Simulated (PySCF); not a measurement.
PySCF input file for Si(H)(Cl)(Me)(OH) (CH5ClOSi), SMILES [SiH](Cl)(O)C, C-PCM-ωB97X/def2-SVP. Coordinates come from a PBE-D3(BJ)/def2-SVP optimisation. One conformer was computed; it need not be the lowest.

```python
import numpy as np
from pyscf import gto, scf, dft
from pyscf.solvent import pcm

mol = gto.M(
    atom='''
    Si   -0.01535502   -0.28515204    0.50064933
    C     1.74237109   -0.82761503    0.14752091
    O    -1.15578895   -1.44246045    0.10070271
    Cl   -0.34722030    1.47224506   -0.59046404
    H    -0.25949898    0.00467299    1.94502637
    H     1.97579602   -1.76656597    0.69002072
    H     2.45998251   -0.04675550    0.47146408
    H     1.89732911   -0.99941085   -0.93714159
    H    -1.16380844   -1.72260459   -0.83131856
    ''',
    basis='def2-SVP',
    charge=0,
    spin=0,
    max_memory=1600,
    verbose=3,
)
mf = dft.RKS(mol, xc='wb97x').density_fit(auxbasis='def2-universal-jkfit')
mf.grids.level = 3
mf.conv_tol = 1e-9
mf.max_cycle = 100
mf.kernel()
res = {}
for name, eps in {'water': 78.355, '1-octanol': 9.8629, 'ethylethanoate': 5.9867}.items():
    s = mf.PCM()
    s.with_solvent.method, s.with_solvent.eps, s.with_solvent.lebedev_order = 'C-PCM', eps, 29
    s.kernel(mf.make_rdm1())
    res[name] = (s.e_tot, eps, s.dip_moment(), s.mo_energy, s.converged)
    print(f'{name}: electrostatic solvation free energy {(s.e_tot - mf.e_tot) * 627.509474:.3f} kcal/mol')
```

Output:

```
converged SCF energy = -865.778640714083

WARN: PCM is an experimental feature. It is still in testing.
Features and APIs may be changed in the future.

converged SCF energy = -865.787227367312
Dipole moment(X, Y, Z, Debye):  1.79684, -1.93519, -0.85357
water: electrostatic solvation free energy -5.388 kcal/mol

WARN: PCM is an experimental feature. It is still in testing.
Features and APIs may be changed in the future.

converged SCF energy = -865.786374730776
Dipole moment(X, Y, Z, Debye):  1.76252, -1.89289, -0.83498
1-octanol: electrostatic solvation free energy -4.853 kcal/mol

WARN: PCM is an experimental feature. It is still in testing.
Features and APIs may be changed in the future.

converged SCF energy = -865.785754881318
Dipole moment(X, Y, Z, Debye):  1.73792, -1.86261, -0.82181
ethylethanoate: electrostatic solvation free energy -4.464 kcal/mol
```

The calculation finished and met its thresholds.
